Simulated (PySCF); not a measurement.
CH8GeOSi, SMILES CO[SiH2][GeH3]. Atoms are numbered in the order given.

```xyz
12

Si    -0.4465    -1.1212     0.2935
Ge     1.2676     0.5448     0.0577
O     -1.8303    -0.7242    -0.5817
C     -2.5851     0.4454    -0.3331
H      0.0183    -2.4328    -0.2661
H     -0.7656    -1.2842     1.7628
H      0.8180     1.9195     0.6251
H      2.5457     0.1155     0.8296
H      1.6500     0.7511    -1.4325
H     -2.9866     0.4769     0.7070
H     -3.4460     0.4637    -1.0323
H     -1.9918     1.3758    -0.4965
```
Charge 0, spin multiplicity 1.

Geometry optimised at PBE-D3(BJ)/def2-SVP. This is a generated structure with no PubChem entry under its InChIKey; it may be hypothetical. Other conformers were not sampled.

Level of theory: PBE-D3(BJ)/def2-SVP (PySCF).

Frequencies are harmonic and unscaled.

```tsv
mode	ν (cm⁻¹)	IR (km/mol)	moving atoms (share of kinetic energy)
1	55	1.1	H 65 %, C 21 %
2	84	0.9	H 58 %, C 22 %, Si 10 %, Ge 8 %
3	102	0.3	H 90 %
4	148	7.5	O 50 %, H 28 %, C 8 %
5	228	3.8	O 36 %, H 33 %, C 18 %, Si 11 %
6	329	3.7	Si 50 %, Ge 25 %, H 22 %
7	337	16.2	H 97 %
8	446	17.2	H 70 %, Si 17 %
9	560	1.9	H 77 %, Si 17 %
10	723	12.1	H 70 %, Si 13 %, C 11 %
11	735	68.9	H 45 %, O 30 %, Si 18 %
12	748	292.9	H 92 %
13	835	61.7	H 87 %, Si 10 %
14	853	25.4	H 99 %
15	864	88.7	H 93 %
16	897	102.2	H 93 %
17	1118	154.0	O 40 %, C 34 %, H 25 %
18	1136	0.7	H 76 %, C 19 %
19	1168	75.5	H 53 %, C 23 %, O 23 %
20	1420	4.4	H 96 %
21	1422	4.0	H 96 %
22	1427	12.6	H 89 %, C 10 %
23	2061	68.4	H 99 %
24	2074	107.0	H 98 %
25	2080	80.0	H 98 %
26	2117	138.8	H 97 %
27	2188	98.9	H 96 %
28	2910	63.0	H 97 %
29	2977	39.0	H 90 %, C 10 %
30	3041	26.6	H 91 %, C 9 %
```
